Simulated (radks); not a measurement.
The numbers below are computed, except where a source is named.
Question: The mean radii <r> (bohr) of the occupied orbitals of an atom or ion are listed with their occupations. Code: a radial shooting solver on a logarithmic mesh with Libxc functionals. Model: Dirac Kohn-Sham, PBE, spin-unpolarised, spherical densities, point nucleus.

| orbital | occ. | <r> |
|---|---|---|
| 1s1/2 | 2 | 0.02558 |
| 2s1/2 | 2 | 0.1093 |
| 2p1/2 | 2 | 0.09193 |
| 2p3/2 | 4 | 0.09793 |
| 3s1/2 | 2 | 0.2916 |
| 3p1/2 | 2 | 0.2815 |
| 3p3/2 | 4 | 0.2934 |
| 3d3/2 | 4 | 0.2643 |
| 3d5/2 | 6 | 0.2681 |
| 4s1/2 | 2 | 0.6734 |
| 4p1/2 | 2 | 0.6962 |
| 4p3/2 | 4 | 0.7232 |
| 4d3/2 | 4 | 0.7916 |
| 4d5/2 | 6 | 0.8013 |
| 5s1/2 | 2 | 1.576 |
| 5p1/2 | 2 | 1.737 |
| 5p3/2 | 2 | 1.799 |

Name the element and its charge. Open shells, if any, fill j = l - 1/2 first.

Answer: Z = 56, barium, charge +4: Ba4+ in [Kr] 4d10 5s2 5p4. The 1s radius gives Z: for a bare nucleus <r> = (2 gamma + 1)/(2Z) with gamma = sqrt(1 - (Z/c)^2), 0.02523 bohr for Z = 56, and screening makes it slightly larger (0.02558 here). The occupations add up to 52, and the charge is Z minus that.
